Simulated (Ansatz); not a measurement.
Basis sets compared for Cd₃Te₃H₁₂, a cluster cut from wurtzite CdTe (hydrogen-capped). Total charge 0; singlet. Geometry PBE0-D4/def2-SVP. Ansatz on 4 threads of Arm Neoverse V1 on a shared host; times are rough, and most runs start from earlier orbitals.

Cartesian coordinates in Å:
```
Cd -0.3656 1.1153 3.7583
Cd 2.7151 1.6863 -2.2942
Cd -2.5095 -2.6201 -1.5253
Te 1.6213 1.7073 0.9879
Te -1.7648 -1.0891 1.4869
Te 0.2293 -0.7156 -2.4415
H 1.6709 3.3580 1.1684
H 3.1032 1.5460 1.7224
H 0.6842 -0.0400 4.4065
H -1.4440 2.3423 3.3200
H -1.7435 -2.4508 2.4389
H -3.3419 -0.7769 1.9054
H 3.9387 0.5588 -1.9964
H 1.6390 2.9179 -2.7249
H 1.1192 -1.9200 -3.1618
H -0.3828 -0.2393 -3.9106
H -3.5850 -1.3870 -1.9533
H -1.5839 -3.9932 -1.1866
```

In the def2 sets Cd, Te take a core potential; there is no spin–orbit coupling.

Binding counts from free atoms (Cd singlet, Te triplet, H doublet) in the same basis, without a counterpoise term.

```tsv
level	functions	energy (Eh)	HOMO (eV)	LUMO (eV)	binding per atom (eV)	wall time
PBE-D4/def2-SVP	231	-1314.2594	-5.93	-2.47	1.73	4.1 s
PBE0-D4/def2-SVP	231	-1314.2987	-6.95	-1.68	1.72	9 s
```

Q: Estimate the rows for PBE-D4/def2-TZVP (with forces), PBE0-D4/def2-TZVP.

A: 
```json
{"level": "PBE-D4/def2-TZVP (with forces)", "functions": "342", "energy (Eh)": "-1314.4290", "HOMO (eV)": "-5.96", "LUMO (eV)": "-2.61", "binding per atom (eV)": "1.73", "wall time": "8 s"}
{"level": "PBE0-D4/def2-TZVP", "functions": "342", "energy (Eh)": "-1314.4600", "HOMO (eV)": "-6.96", "LUMO (eV)": "-1.84", "binding per atom (eV)": "1.72", "wall time": "23 s"}
```
